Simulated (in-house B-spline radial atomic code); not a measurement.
Values are calculated unless marked as measured or tabulated.
**Making a Troullier-Martins p channel for Sn, r_c = 1.93 bohr**

Sn, [Kr] 4d10 5s2 5p2, non-relativistic LDA (VWN5), spherical and spin-unpolarised, from an all-electron radial atomic-structure program (B-spline basis) (atomic units). The all-electron 5p level is ε = -0.144450 hartree, its outermost node lies just inside 1.12 bohr and its outer maximum at 2.57 bohr.

Inside r_c the pseudo-orbital is u(r) = r^2 exp(p(r)), with p = c0 + c2 r² + c4 r⁴ + … + c12 r¹². The seven coefficients follow from p and its first four derivatives at r_c, from zero curvature of the screened potential at the origin, c4 = −c2²/(2l + 5), and from the norm inside r_c. At r_c the all-electron orbital has P = 0.5213668, P' = 0.3050235, the screened potential V = -1.068194, V' = 1.327636, V'' = -2.459956, and the norm inside is Q = 0.1244861.

Problem. What are p, p' and p'' at r_c?

Solution. p = ln(P/r_c^2) = ln(0.5213668/3.7249) = -1.96634. p' = P'/P − 2/r_c = 0.58505 − 1.03627 = -0.45122. The radial equation gives p'' = 2(V − ε) − 2(2) p'/r_c − p'² = -1.84749 − (-0.93518) − 0.20360 = -1.11591. Differentiating, p''' = 2V' + 2(2)p'/r_c² − 2(2)p''/r_c − 2p'p'' = 3.4764, and p'''' = 2V'' − 4(2)p'/r_c³ + 4(2)p''/r_c² − 2(2)p'''/r_c − 2p''² − 2p'p''' = -13.373.

For a trial c2 the five matching conditions are linear in c0, c6, c8, c10 and c12, and c2 is varied until the norm inside r_c equals Q. The root nearest zero gives:

| n | c_n |
| --- | --- |
| 0 | -1.172909 |
| 2 | -0.6616996 |
| 4 | -0.06254947 |
| 6 | 0.2754475 |
| 8 | -0.119409 |
| 10 | 0.0205526 |
| 12 | -0.001290476 |

Problem. Check c4 and p(r_c), and find the screened pseudopotential at the origin.

Solution. −c2²/7 = -0.0625495, as listed. The terms c_n r_c^n are -1.17291, -2.46476, -0.86787, 14.23583, -22.98770, 14.73804, -3.44697, which sum to -1.96634. Inverting the radial equation, V_l(r) = ε + 2 p'/r + (p'' + p'²)/2, so V_l(0) = ε + (2l + 3) c2 = -0.14445 + 5 × (-0.6617) = -3.4529 hartree, finite where the all-electron potential diverges.

Orbitals and screened potentials:

```json
{"r (bohr)": "0.193", "P": "0.1246", "u": "0.01125", "V all-electron": "-127.9", "V pseudo": "-3.443"}
{"r (bohr)": "0.482", "P": "-0.1197", "u": "0.06164", "V all-electron": "-26.4", "V pseudo": "-3.12"}
{"r (bohr)": "0.772", "P": "-0.2459", "u": "0.1272", "V all-electron": "-9.921", "V pseudo": "-1.949"}
{"r (bohr)": "1.062", "P": "-0.03779", "u": "0.1937", "V all-electron": "-4.642", "V pseudo": "-0.3855"}
{"r (bohr)": "1.351", "P": "0.2116", "u": "0.2811", "V all-electron": "-2.561", "V pseudo": "0.2635"}
{"r (bohr)": "1.64", "P": "0.4015", "u": "0.4062", "V all-electron": "-1.587", "V pseudo": "-0.6673"}
{"r (bohr)": "1.93", "P": "0.5214", "u": "0.5214", "V all-electron": "-1.068", "V pseudo": "-1.068"}
```

Logarithmic derivatives P'/P at R = 2.23 bohr, for energies E around ε:

| E − ε (hartree) | all-electron | pseudo |
| --- | --- | --- |
| -0.5 | 0.767804 | 0.757626 |
| -0.25 | 0.515953 | 0.512686 |
| -0.1 | 0.34614 | 0.34552 |
| 0 | 0.223247 | 0.223248 |
| 0.1 | 0.0912189 | 0.0904186 |
| 0.25 | -0.127289 | -0.133506 |
| 0.5 | -0.563822 | -0.601639 |

Problem. With P(R) = 0.5852143 and a norm of 0.2178791 inside R, what slope in energy does norm conservation fix?

Solution. d(P'/P)/dE = −2 × (norm inside R)/P(R)² = -1.2724 per hartree·bohr at E = ε, for both atoms, since orbital and norm agree at R. Differences over ±0.1 hartree give -1.2746 (all-electron) and -1.2755 (pseudo), which also hold third-order terms. Half a hartree below ε the two curves differ by -0.0102.
